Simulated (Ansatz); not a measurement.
The same path of a periodic cell of 31 atoms, Al30Si (host Al, host structure fcc, dopant Si, one Al atom removed) was run twice with different band settings.

Computed with DFT PBE, scalar-relativistic, plane waves, PAW (Ansatz 0.2.0). Settings: PAW set soft_1, cutoff 420 eV, k mesh 2x2x2, fermi-dirac smearing 0.15 eV, no spin polarisation.

Relaxed end points:

```xyz
31
Lattice="8.1000 0.0000 0.0000 0.0000 8.1000 0.0000 0.0000 0.0000 8.1000" Properties=species:S:1:pos:R:3
Si 4.086 -0.005 0.039
Al 6.052 2.027 0.014
Al 6.048 0.001 2.001
Al -0.021 0.000 0.011
Al 2.045 1.982 -0.007
Al 4.058 4.050 0.008
Al 6.052 6.072 0.012
Al 2.037 0.002 2.008
Al 4.060 2.026 2.003
Al 6.054 4.050 2.008
Al 4.062 0.001 4.032
Al 6.055 2.032 4.035
Al 6.057 -0.001 6.092
Al -0.016 4.050 0.013
Al 2.047 6.122 -0.010
Al -0.017 2.032 2.007
Al 2.027 4.053 1.997
Al 4.060 6.073 2.004
Al -0.010 0.003 4.043
Al 2.036 2.019 4.046
Al 4.062 4.050 4.037
Al 6.055 6.070 4.033
Al 4.042 1.978 6.101
Al 6.048 4.049 6.078
Al -0.020 6.072 2.006
Al -0.010 4.052 4.041
Al 2.035 6.084 4.044
Al -0.008 2.018 6.085
Al 2.039 4.051 6.091
Al 4.043 6.117 6.096
Al -0.008 6.084 6.085
```

```xyz
31
Lattice="8.1000 0.0000 0.0000 0.0000 8.1000 0.0000 0.0000 0.0000 8.1000" Properties=species:S:1:pos:R:3
Si 1.993 0.000 -2.057
Al 6.078 2.018 -0.014
Al 6.079 0.000 2.029
Al 0.019 0.000 -0.019
Al 2.027 1.990 -0.025
Al 4.035 4.050 -0.015
Al 6.078 6.082 -0.014
Al 2.014 0.000 2.039
Al 4.036 2.018 2.028
Al 6.086 4.050 2.036
Al 4.031 0.000 4.069
Al 6.090 2.031 4.064
Al 6.089 0.000 6.064
Al 0.017 4.050 -0.011
Al 2.027 6.110 -0.025
Al 0.014 2.031 2.040
Al 2.007 4.050 2.041
Al 4.036 6.082 2.028
Al 0.024 0.000 4.074
Al 2.006 2.023 4.073
Al 4.039 4.050 4.067
Al 6.090 6.069 4.064
Al 4.025 1.990 6.077
Al 6.091 4.050 6.057
Al 0.014 6.069 2.040
Al 0.015 4.050 4.065
Al 2.006 6.077 4.073
Al 0.023 2.023 6.056
Al 2.011 4.050 6.061
Al 4.025 6.110 6.077
Al 0.023 6.077 6.056
```

Common settings: climbing image yes; force threshold 0.05 eV/Å; end points relaxed.

| run | movable images | spring | optimiser | start path | iteration limit |
| --- | --- | --- | --- | --- | --- |
| 1 | 7 | 5.0 eV/Å² | quadratic models (default) | IDPP | 35 |
| 2 | 3 | 100.0 eV/Å² | fire | default | 50 |

Question: What does each run give, and how far can it be trusted?

Answer: Run 1: converged after 4 iterations, highest image 0.603 eV above the first end. By the program's own check the climbing image is a first-order saddle point (lowest curvatures found: -1.09 and 0.19 eV/Å²).
Run 2: converged after 22 iterations, highest image 0.608 eV above the first end. The order of the stationary point at the top wasn't checked.
Limits of this set-up: coarse k mesh, no spin, though dangling bonds at a vacancy may carry it, a small cell, in which the defect meets its images.
